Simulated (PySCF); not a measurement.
Numbering as in the mapped SMILES `[CH:1]#[C:2]/[CH:3]=[C:4](\[C:5]#[CH:6])[C:7](=[CH2:8])[CH3:9]` (H(Xn): hydrogen on atom n). Ha(C8) is cis to C4; Hb(C8) is trans to C4.

- shielding tensors at PBE/pcSseg-1 (GIAO)
- spin–spin couplings from B3LYP/pcJ-1 (without the spin–dipole term)
- structure optimised with PBE0-D3(BJ)/def2-SVP
- run in PySCF
- averaged over atoms made equivalent by symmetry, fast rotation or ring inversion, isolated molecule, one computed conformer, no relativistic terms

References, each an isolated molecule treated in the same way: TMS for 1H (σref 31.20).

The spectrum was simulated from the full spin Hamiltonian at 400 MHz with 0.8 Hz Lorentzian lines, from shifts rounded to 0.01 ppm and J to 0.1 Hz, couplings under 1 Hz left out.

Q: List the maxima of its 1H spectrum with integrals.

A: 
```
region  integral (H)    ppm      Hz  height
     1             1  6.128  2451.3       5
     1                6.125  2450.1      15
     1                6.122  2448.8      25
     1                6.118  2447.2      25
     1                6.115  2445.9      15
     1                6.112  2444.7       5
     2             1  5.868  2347.3      14
     2                5.865  2346.2      24
     2                5.862  2345.0      15
     2                5.858  2343.1      15
     2                5.855  2341.8      24
     2                5.852  2340.7      14
     3             1  5.471  2188.3       4
     3                5.466  2186.5      15
     3                5.462  2184.7      24
     3                5.458  2183.3      24
     3                5.454  2181.5      14
     3                5.449  2179.7       4
     4             1  3.845  1538.2      46
     4                3.835  1533.9      46
     5             1  3.460  1384.0      92
     6             3  1.874   749.6      79
     6                1.871   748.2     100
     6                1.869   747.8     100
     6                1.866   746.4      78
```

Q: Summarise it as multiplets with assignments.

A: 1H NMR (400 MHz, computed): δ 6.12 (sext, J = 1.3 Hz, 1H, Ha(C8)), 5.86 (dt, J = 4.3, 1.2 Hz, 1H, H(C3)), 5.46 (sext, J = 1.8 Hz, 1H, Hb(C8)), 3.84 (d, J = 4.3 Hz, 1H, H(C1)), 3.46 (s, 1H, H(C6)), 1.87 (t, J = 1.6 Hz, 3H, H(C9)). These are first-order names; overlap and second-order distortion can hide them in the list.

Splittings below 1 Hz are ignored in the labels, and close J values are merged.
